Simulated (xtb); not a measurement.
Input file for xtb: GFN2-xTB on SiH-, 2S+1 = 3, a spin state set in the input, which need not be the lowest, a point of a bond scan (R = 1.568 Å). Charge -1.

```
$ xtb mol.xyz --gfn 2 --sp --chrg -1 --uhf 2
2

H      0.00000000     0.00000000     0.00000000
Si     0.00000000     0.00000000     1.56792800
```

It printed:

```
[...]
           -------------------------------------------------
          |                Calculation Setup                |
           -------------------------------------------------



           -------------------------------------------------
          |                 G F N 2 - x T B                 |
           -------------------------------------------------

        Reference                      10.1021/acs.jctc.8b01176
      * Hamiltonian:
        H0-scaling (s, p, d)           1.850000    2.230000    2.230000
        zeta-weighting                 0.500000
      * Dispersion:
        s8                             2.700000
        a1                             0.520000
        a2                             5.000000
        s9                             5.000000
      * Repulsion:
        kExp                           1.500000    1.000000
        rExp                           1.000000
      * Coulomb:
        alpha                          2.000000
        third order                    shell-resolved
        anisotropic                    true
        a3                             3.000000
        a5                             4.000000
        cn-shift                       1.200000
        cn-exp                         4.000000
        max-rad                        5.000000


          ...................................................
          :                      SETUP                      :
          :.................................................:
          :  # basis functions                  11          :
          :  # atomic orbitals                  10          :
          :  # shells                            4          :
          :  # electrons                         6          :
          :  max. iterations                   250          :
          :  Hamiltonian                  GFN2-xTB          :
          :  restarted?                      false          :
          :  GBSA solvation                  false          :
          :  PC potential                    false          :
          :  electronic temp.          300.0000000     K    :
          :  accuracy                    1.0000000          :
          :  -> integral cutoff          0.2500000E+02      :
          :  -> integral neglect         0.1000000E-07      :
          :  -> SCF convergence          0.1000000E-05 Eh   :
          :  -> wf. convergence          0.1000000E-03 e    :
          :  Broyden damping             0.4000000          :
          :  net charge                         -1          :
          :  unpaired electrons                  2          :
          ...................................................

 iter      E             dE          RMSdq      gap      omega  full diag
   1     -2.1868121 -0.218681E+01  0.911E+00    4.21       0.0  T
   2     -2.1874682 -0.656120E-03  0.623E+00    4.21       1.0  T
   3     -2.1881985 -0.730208E-03  0.158E+00    4.27       1.0  T
   4     -2.1885063 -0.307814E-03  0.878E-01    4.45       1.0  T
   5     -2.1885078 -0.157933E-05  0.874E-01    4.45       1.0  T
   6     -2.1887602 -0.252355E-03  0.186E-01    4.69       1.0  T
   7     -2.1887667 -0.654210E-05  0.139E-02    4.74       5.1  T
   8     -2.1887668 -0.416765E-07  0.213E-03    4.74      33.3  T
   9     -2.1887668  0.377636E-08  0.449E-03    4.74      15.8  T
  10     -2.1887668 -0.564718E-08  0.121E-04    4.74     585.5  T
  11     -2.1887668 -0.206359E-10  0.800E-05    4.74     883.5  T

   *** convergence criteria satisfied after 11 iterations ***

         #    Occupation            Energy/Eh            Energy/eV
      -------------------------------------------------------------
         1        2.0000           -0.2048283              -5.5737
         2        2.0000           -0.0478729              -1.3027
         3        1.0000            0.0008307               0.0226
         4        1.0000            0.0008307               0.0226 (HOMO)
         5                          0.1748793               4.7587 (LUMO)
         6                          0.3285440               8.9401
         7                          0.3285440               8.9401
         8                          0.3298923               8.9768
         9                          0.3298923               8.9768
        10                          0.7763021              21.1243
      -------------------------------------------------------------
                  HL-Gap            0.1740486 Eh            4.7361 eV
             Fermi-level            0.0320086 Eh            0.8710 eV

 transition dipole moment (au) for excitation:           3           4
     X       Y       Z
  -0.0000  -0.0000  -0.0000  total (au/Debye):    0.000   0.000
 dE (eV)             :    0.000
 oscillator strength :  0.23012E-46

 SCC (total)                   0 d,  0 h,  0 min,  0.002 sec
 SCC setup                      ...        0 min,  0.000 sec (  5.530%)
 Dispersion                     ...        0 min,  0.000 sec (  2.334%)
 classical contributions        ...        0 min,  0.000 sec (  1.052%)
 integral evaluation            ...        0 min,  0.000 sec ( 10.281%)
 iterations                     ...        0 min,  0.001 sec ( 55.217%)
 molecular gradient             ...        0 min,  0.000 sec (  8.813%)
 printout                       ...        0 min,  0.000 sec ( 16.239%)

         :::::::::::::::::::::::::::::::::::::::::::::::::::::
         ::                     SUMMARY                     ::
         :::::::::::::::::::::::::::::::::::::::::::::::::::::
         :: total energy              -2.184939890975 Eh    ::
         :: gradient norm              0.064051072155 Eh/a0 ::
         :: HOMO-LUMO gap              4.736104168444 eV    ::
         ::.................................................::
         :: SCC energy                -2.188766784215 Eh    ::
         :: -> isotropic ES            0.132862822355 Eh    ::
         :: -> anisotropic ES         -0.006514411335 Eh    ::
         :: -> anisotropic XC          0.002125300927 Eh    ::
         :: -> dispersion             -0.000828276811 Eh    ::
         :: repulsion energy           0.003826893240 Eh    ::
         :: add. restraining           0.000000000000 Eh    ::
         :: total charge              -1.000000000007 e     ::
         :::::::::::::::::::::::::::::::::::::::::::::::::::::

           -------------------------------------------------
          |                Property Printout                |
           -------------------------------------------------

    * Orbital Energies and Occupations

         #    Occupation            Energy/Eh            Energy/eV
      -------------------------------------------------------------
         1        2.0000           -0.2048283              -5.5737
         2        2.0000           -0.0478729              -1.3027
         3        1.0000            0.0008307               0.0226
         4        1.0000            0.0008307               0.0226 (HOMO)
         5                          0.1748793               4.7587 (LUMO)
         6                          0.3285440               8.9401
         7                          0.3285440               8.9401
         8                          0.3298923               8.9768
         9                          0.3298923               8.9768
        10                          0.7763021              21.1243
      -------------------------------------------------------------
                  HL-Gap            0.1740486 Eh            4.7361 eV
             Fermi-level            0.0320086 Eh            0.8710 eV

     #   Z          covCN         q      C6AA      α(0)
     1   1 H        0.867    -0.313    25.014     7.833
     2  14 Si       0.867    -0.687   298.351    37.536
Note: The following floating-point exceptions are signalling: IEEE_DENORMAL
normal termination of xtb

 Mol. C6AA /au·bohr⁶  :        488.411510
 Mol. C8AA /au·bohr⁸  :      26495.574004
 Mol. α(0) /au        :         45.368510


Wiberg/Mayer (AO) data.
largest (>0.10) Wiberg bond orders for each atom

 ---------------------------------------------------------------------------
     #   Z sym  total        # sym  WBO       # sym  WBO       # sym  WBO
 ---------------------------------------------------------------------------
     1   1 H    0.902 --     2 Si   0.902
     2  14 Si   0.902 --     1 H    0.902
 ---------------------------------------------------------------------------

Topologies differ in total number of bonds
Writing topology from bond orders to xtbtopo.mol

molecular dipole:
                 x           y           z       tot (Debye)
 q only:        0.000       0.000      -2.037
   full:       -0.000      -0.000      -3.639       9.249
molecular quadrupole (traceless):
                xx          xy          yy          xz          yz          zz
 q only:        3.018       0.000       3.018       0.000       0.000      -6.035
  q+dip:        6.937       0.000       6.937      -0.000      -0.000     -13.875
   full:        7.642       0.000       7.642      -0.000      -0.000     -15.283


           -------------------------------------------------
          | TOTAL ENERGY               -2.184939890975 Eh   |
          | GRADIENT NORM               0.064051072155 Eh/α |
          | HOMO-LUMO GAP               4.736104168444 eV   |
           -------------------------------------------------

------------------------------------------------------------------------
------------------------------------------------------------------------
 total:
 SCF:
```

The run finished.

Cost: roughly 0.05 core-seconds.
